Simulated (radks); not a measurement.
The tantalum ion Ta+, configuration [Xe] 4f14 5d3 6s1. Method: Dirac Kohn-Sham, LDA (Slater exchange, Perdew-Wang correlation), spin-unpolarised, spherical densities, finite nucleus; open shells fill j = l - 1/2 first; Fermi nuclear charge, rms radius 5.3507 fm; computed with a radial shooting solver on a logarithmic mesh with Libxc functionals.

Normalised radial functions P(r) = r R(r) (large component), r in bohr:

r          4f7/2
0.002694  0.0000
0.004251  0.0000
0.006707  0.0000
0.01058   0.0001
0.0167    0.0005
0.02634   0.0024
0.04156   0.0113
0.06557   0.0475
0.1026    0.1640
0.1619    0.4553
0.2555    0.9197
0.4031    1.2501
0.636     1.1052
1.003     0.6494
1.583     0.2509
2.498     0.0589
3.941     0.0068
6.218     0.0002
9.81      0.0000

4f7/2: eigenvalue -30.859 eV, 0 radial nodes, <r> = 0.645 bohr, 90 % of the charge inside 1.08 bohr.
